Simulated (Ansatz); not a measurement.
Isolated molecules relaxed with PBE0-D4/def2-TZVP in Ansatz; ΔE leaves out vibrations. CBS: MP2 limit from def2 TZ/QZ plus the TZ coupled-cluster correction, frozen cores. This one scheme is used for every species. For Ge outer-core shells are correlated without core-valence functions, which leaves a few kJ/mol of doubt a bond. Scalar relativity is left out up to krypton. Each species was taken in one conformer, which may not be the lowest.

Consider the ligand exchange at a Ge–O bond: `[OH][GeH2][OH]` + `O[SiH2]O` → `O[SiH2][O][GeH2][OH]` + H₂O.

```json
{"species": "`[OH][GeH2][OH]`", "CCSD/def2-TZVPP energy (Eh)": "-2228.29717"}
{"species": "`O[SiH2]O`", "CCSD/def2-TZVPP energy (Eh)": "-441.80261"}
{"species": "`O[SiH2][O][GeH2][OH]`", "CCSD/def2-TZVPP energy (Eh)": "-2593.77793"}
{"species": "H₂O", "CCSD/def2-TZVPP energy (Eh)": "-76.32939"}
```

Work out ΔE.

ΔE = (-2593.77793) + (-76.32939) − (-2228.29717) − (-441.80261) = -0.00754 Eh = -19.8 kJ/mol. CCSD(T)/CBS gives -21.0 kJ/mol.

Largest T1 diagnostic among the species: 0.012.

The D4 term adds −6.9 kJ/mol with B3LYP and −4.1 kJ/mol with PBE0; it sums over pairs of atoms, weighted by their polarisabilities, and B3LYP, whose exchange is more repulsive, gets the larger term. From PBE to PBE0 (25 % exact exchange), in def2-TZVPP and without D4, ΔE moves by −3.7 kJ/mol.

B3LYP here is the variant with VWN-RPA as its local correlation; programs differ in this.
